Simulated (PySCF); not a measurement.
Electron correlation in C³⁺ (carbon, charge +3)

[He] 2s1, 2S determinant. All numbers are calculated (PySCF 2.14, scalar relativity by spin-free X2C-1e, in aug-cc-pCVTZ-DK with one added diffuse shell each of s, p, d, f type (8s7p5d3f, 75 functions)). Frozen: nothing; 3 electrons correlated.

| level | correlation energy (mhartree) |
| --- | --- |
| CCSD | -44.68 |
| (T) | -0.01 |
| CCSD(T) | -44.69 |

Diagnostics: T1 = 0.00061, D1 = 0.0015, largest double amplitude 0.009.

Cost of the coupled-cluster step: roughly 9 core-seconds, for 3 correlated electrons.

Iterations:

```
CC2 = 0
CCSD nocc = (np.int64(2), np.int64(1)), nmo = (75, 75)
frozen orbitals [[], []]
max_cycle = 100
direct = 0
conv_tol = 1e-08
conv_tol_normt = 1e-06
diis_space = 8
diis_start_cycle = 0
Init t2, MP2 energy = -0.0421994195823947
Init E_corr(UCCSD) = -0.0421994195823958
cycle = 1  E_corr(UCCSD) = -0.0444931955337033  dE = -0.00229377595  norm(t1,t2) = 0.0024032
cycle = 2  E_corr(UCCSD) = -0.0446659841710175  dE = -0.000172788637  norm(t1,t2) = 0.000395558
cycle = 3  E_corr(UCCSD) = -0.0446864940256189  dE = -2.05098546e-05  norm(t1,t2) = 8.76971e-05
cycle = 4  E_corr(UCCSD) = -0.0446843750281947  dE = 2.11899742e-06  norm(t1,t2) = 4.8879e-06
cycle = 5  E_corr(UCCSD) = -0.0446844298126129  dE = -5.47844183e-08  norm(t1,t2) = 2.14006e-07
cycle = 6  E_corr(UCCSD) = -0.0446844297772324  dE = 3.53805457e-11  norm(t1,t2) = 7.25898e-09
UCCSD converged
E(UCCSD) = -34.78431803611541  E_corr = -0.04468442977723236
UCCSD(T) correction = -1.41563474425696e-05
```
